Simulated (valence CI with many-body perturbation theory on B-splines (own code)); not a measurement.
**E1 transitions of Sn¹⁸⁺**

Level of theory: relativistic CI+MBPT: four valence electrons over a frozen Dirac-Fock core [Ar] 3d10, a basis of 11 s, 11 p, 9 d, 7 f, 5 g, 2 h, 1 i functions for each j, with the one-electron correlation potential Σ1, the two-electron term Σ2, the three-electron term Σ3, Breit, model QED; selected CI, second order for the rest (own B-spline code, finite nucleus).

No measured levels were compared; by estimate levels hold to about 250 cm⁻¹ or 0.2 % of their energy and the worst to 1 %, as in measured heavy ions of charge 2 to 7; those with d or f electrons hold less well.

Lines 51 to 100 of 225 in falling wavelength, among levels below 151.36 eV, chosen from the strongest by gf and those to the six lowest levels. Wavelengths and rates use the calculated energies, so an error of 1000 cm⁻¹ moves a line at 22.10 nm by 0.22 % and its rate by three times that or more. Electric multipoles are in the length gauge, E1 and E2 with the static RPA response of the core. Weak lines are less certain than strong ones. Lines between different terms over intervals too small for the method are left out, as are lines whose strength nearly cancels. Where a level lies close to another of its J and parity, the split of strength between their lines is uncertain. The highest levels of a list are the least certain.

Names give the largest LS component (configuration and term), which can be under half, so a name can repeat, a term be missing and a line seem to break the LS rules; names also repeat where a configuration has a term twice. Letters in brackets count levels of one name in rising energy.

| λ vac (nm) | Upper | Lower | A (s⁻¹) | S (a.u.) with core polarisation | S without |
| --- | --- | --- | --- | --- | --- |
| 22.10 | 4s4p³ ³D°_1 | 4s²4p² ³P_0 | 1.54e+10 | 2.47e-01 | 2.69e-01 |
| 22.07 | 4s4p²4d ³G_3 | 4s²4p4d ³F°_2 | 1.52e+10 | 5.64e-01 | 6.17e-01 |
| 22.06 | 4s4p²4d ³P_0 [b] | 4s²4p4d ³D°_1 | 1.45e+10 | 7.65e-02 | 8.34e-02 |
| 21.95 | 4s4p³ ³P°_1 | 4s²4p² ¹D_2 | 7.46e+08 | 1.17e-02 | 1.27e-02 |
| 21.93 | 4s4p²4d ³D_3 [a] | 4s²4p4d ³F°_3 | 2.23e+09 | 8.11e-02 | 8.85e-02 |
| 21.77 | 4s4p²4d ³F_2 [c] | 4s²4p4d ³D°_1 | 1.24e+10 | 3.17e-01 | 3.47e-01 |
| 21.76 | 4s4p²4d ³F_2 [b] | 4s²4p4d ³F°_2 | 1.60e+10 | 4.08e-01 | 4.45e-01 |
| 21.64 | 4s4p³ ¹D°_2 | 4s²4p² ¹D_2 | 2.44e+10 | 6.11e-01 | 6.67e-01 |
| 21.64 | 4s4p³ ³P°_0 | 4s²4p² ³P_1 | 1.85e+10 | 9.27e-02 | 1.01e-01 |
| 21.51 | 4s4p²4d ³D_3 [b] | 4s²4p4d ³F°_3 | 3.89e+09 | 1.34e-01 | 1.46e-01 |
| 21.47 | 4s4p²4d ³F_3 [b] | 4s²4p4d ³P°_2 [a] | 7.22e+09 | 2.47e-01 | 2.70e-01 |
| 21.42 | 4s4p²4d ³D_2 [b] | 4s²4p4d ³P°_2 [a] | 6.97e+09 | 1.69e-01 | 1.84e-01 |
| 21.38 | 4s4p²4d ³D_2 [c] | 4s²4p4d ³D°_1 | 9.32e+09 | 2.25e-01 | 2.46e-01 |
| 21.18 | 4s4p³ ³P°_1 | 4s²4p² ³P_1 | 2.08e+10 | 2.93e-01 | 3.19e-01 |
| 21.17 | 4s4p²4d ³P_1 [b] | 4s²4p4d ³P°_2 [a] | 1.61e+10 | 2.26e-01 | 2.46e-01 |
| 21.12 | 4s4p³ ¹P°_1 | 4s²4p² ¹S_0 | 1.44e+10 | 2.00e-01 | 2.19e-01 |
| 20.89 | 4s4p³ ¹D°_2 | 4s²4p² ³P_1 | 1.20e+08 | 2.71e-03 | 2.94e-03 |
| 20.74 | 4p⁴ ³P_0 | 4s4p³ ³D°_1 | 2.50e+10 | 1.10e-01 | 1.20e-01 |
| 20.60 | 4s4p²4d ³P_1 [c] | 4s²4p4d ³D°_1 | 6.85e+09 | 8.88e-02 | 9.66e-02 |
| 20.57 | 4p⁴ ¹D_2 | 4s4p³ ³D°_3 | 7.61e+09 | 1.63e-01 | 1.78e-01 |
| 20.43 | 4s4p²4d ³F_3 [b] | 4s²4p4d ³F°_3 | 2.28e+10 | 6.72e-01 | 7.32e-01 |
| 20.31 | 4s4p²4d ³F_2 [c] | 4s²4p4d ³F°_3 | 7.84e+09 | 1.62e-01 | 1.76e-01 |
| 20.29 | 4s4p²4d ³D_1 [a] | 4s²4p4d ³F°_2 | 2.97e+10 | 3.67e-01 | 4.00e-01 |
| 20.25 | 4s4p²4d ⁵F_1 | 4s4p³ ³D°_2 | 6.10e+09 | 7.50e-02 | 8.17e-02 |
| 20.24 | 4s²4p4d ³F°_2 | 4s²4p² ³P_2 | 4.64e+09 | 9.49e-02 | 1.03e-01 |
| 20.12 | 4s4p²4d ³P_2 [b] | 4s²4p4d ³P°_2 [a] | 1.63e+10 | 3.27e-01 | 3.56e-01 |
| 19.97 | 4s4p²4d ³D_2 [c] | 4s²4p4d ³F°_3 | 4.33e+10 | 8.51e-01 | 9.27e-01 |
| 19.94 | 4s4p²4d ³D_1 [b] | 4s²4p4d ³F°_2 | 1.08e+10 | 1.27e-01 | 1.38e-01 |
| 19.93 | 4p⁴ ³P_1 | 4s4p³ ³D°_2 | 7.43e+09 | 8.70e-02 | 9.49e-02 |
| 19.93 | 4s4p²4d ³D_3 [c] | 4s²4p4d ³F°_3 | 3.82e+09 | 1.04e-01 | 1.14e-01 |
| 19.80 | 4p⁴ ³P_2 | 4s4p³ ⁵S°_2 | 4.21e+09 | 8.06e-02 | 8.78e-02 |
| 19.77 | 4s4p³ ³S°_1 | 4s²4p² ¹D_2 | 7.36e+10 | 8.42e-01 | 9.17e-01 |
| 19.43 | 4s4p²4d ³D_2 [a] | 4s²4p4d ³F°_2 | 1.52e+10 | 2.76e-01 | 3.00e-01 |
| 19.41 | 4s4p³ ¹P°_1 | 4s²4p² ³P_2 | 7.18e+10 | 7.77e-01 | 8.46e-01 |
| 19.33 | 4s²4p4d ³D°_1 | 4s²4p² ¹S_0 | 1.28e+07 | 1.37e-04 | 1.40e-04 |
| 19.27 | 4p⁴ ³P_1 | 4s4p³ ³D°_1 | 1.04e+10 | 1.10e-01 | 1.20e-01 |
| 19.21 | 4s4p²4d ³P_2 [b] | 4s²4p4d ³F°_3 | 9.49e+09 | 1.66e-01 | 1.81e-01 |
| 19.14 | 4s4p³ ³S°_1 | 4s²4p² ³P_1 | 2.61e+10 | 2.71e-01 | 2.95e-01 |
| 19.13 | 4s4p²4d ³D_2 [b] | 4s²4p4d ³F°_2 | 3.62e+09 | 6.26e-02 | 6.82e-02 |
| 19.07 | 4s4p²4d ³F_2 [c] | 4s²4p4d ³F°_2 | 1.16e+10 | 1.98e-01 | 2.15e-01 |
| 19.05 | 4s4p³ ³P°_2 | 4s²4p² ¹D_2 | 1.19e+09 | 2.04e-02 | 2.23e-02 |
| 19.01 | 4s²4p4d ³F°_3 | 4s²4p² ³P_2 | 1.74e+08 | 4.12e-03 | 4.52e-03 |
| 18.77 | 4s4p²4d ³D_2 [c] | 4s²4p4d ³F°_2 | 4.68e+09 | 7.63e-02 | 8.27e-02 |
| 18.53 | 4s4p³ ³P°_1 | 4s²4p² ³P_0 | 3.60e+09 | 3.39e-02 | 3.69e-02 |
| 18.46 | 4s4p³ ³P°_2 | 4s²4p² ³P_1 | 7.36e+08 | 1.14e-02 | 1.24e-02 |
| 18.42 | 4s4p²4d ³D_1 [a] | 4s4p³ ³P°_2 | 7.91e+09 | 7.32e-02 | 7.97e-02 |
| 18.19 | 4s²4p4d ³P°_2 [a] | 4s²4p² ³P_2 | 4.61e+09 | 6.84e-02 | 7.44e-02 |
| 18.17 | 4s4p²4d ³P_1 [c] | 4s²4p4d ³F°_2 | 9.24e+09 | 8.20e-02 | 8.93e-02 |
| 17.88 | 4s²4p4d ³D°_1 | 4s²4p² ³P_2 | 3.23e+09 | 2.73e-02 | 2.97e-02 |
| 17.79 | 4s4p²4d ³D_1 [a] | 4s4p³ ³S°_1 | 1.00e+10 | 8.34e-02 | 9.01e-02 |
